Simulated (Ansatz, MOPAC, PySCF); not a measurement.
Torsion H4–O1–Se2–O3 in H2O2Se (SMILES O[Se]O); at each angle all else is relaxed with GFN2-xTB, and the levels are single points there.
Geometry at 90° (charge 0, multiplicity 1):
| atom | x (Å) | y (Å) | z (Å) |
|---|---|---|---|
| O | 1.1637 | 0.4819 | -0.3330 |
| Se | -0.1821 | -0.6801 | -0.5449 |
| O | -0.4084 | -1.1613 | 1.1624 |
| H | 2.0156 | 0.0405 | -0.3998 |
| H | -0.9316 | -0.5056 | 1.6335 |

On the grid 0° to 330°, 180° is the highest and 90° the lowest point at CCSD(T)/CBS(cc-pVTZ, cc-pVQZ).

Frozen-core correlation. Filled d and f shells under p-block atoms count as core. CBS: X⁻³ extrapolation of the correlation energy, Hartree–Fock from the larger set. The state reached by AM1 isn't checked.

Programs: Ansatz (a quantum-chemistry and plane-wave program) with Gaussian orbitals; MOPAC for AM1 (differences of heats of formation); PySCF for the dispersion terms. Values without a source in brackets are computed.

### Question
Estimate the energy at 180° less that at 90° that AM1 returns for this input.

### Answer
21 kJ/mol
